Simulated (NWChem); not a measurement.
System: C2H4O3Si; SMILES O1C[SiH2]OC1=O

The following NWChem deck was run.

```
start job
memory heap 200 mb stack 900 mb global 1100 mb
geometry units angstroms noautosym nocenter noautoz
  O     -0.400719    -2.300015     0.000000
  C     -0.144779    -1.142134     0.000000
  O      1.127562    -0.679427     0.000000
  C      1.327742     0.730072     0.000000
  Si    -0.444558     1.419415     0.000000
  O     -1.070100    -0.156809     0.000000
  H      1.915383     1.006415     0.889823
  H      1.915383     1.006415    -0.889823
  H     -0.854498     2.153612    -1.224523
  H     -0.854498     2.153612     1.224523
end
basis spherical
  * library def2-svp
end
dft
  xc pbe0
  iterations 150
end
cosmo
  do_cosmo_smd true
  solvent acetntrl
end
task dft energy
```

Geometry: optimised at PBE0/def2-SVP. Solvent: acetonitrile.

Level: PBE0/def2-SVP with SMD (1 M gas to 1 M solution), gas-phase geometry. Reactions with the solvent are ignored.

Question: Give the results of this calculation. (PBE0/def2-SVP, SMD on the gas-phase geometry.) Quantities: solvation free energy (kcal/mol); cavity-dispersion-structure term (kcal/mol); dipole in solution (D).

Answer: 
```json
{
  "solvation free energy (kcal/mol)": "-7.5",
  "cavity-dispersion-structure term (kcal/mol)": "0.3",
  "dipole in solution (D)": "6.76"
}
```
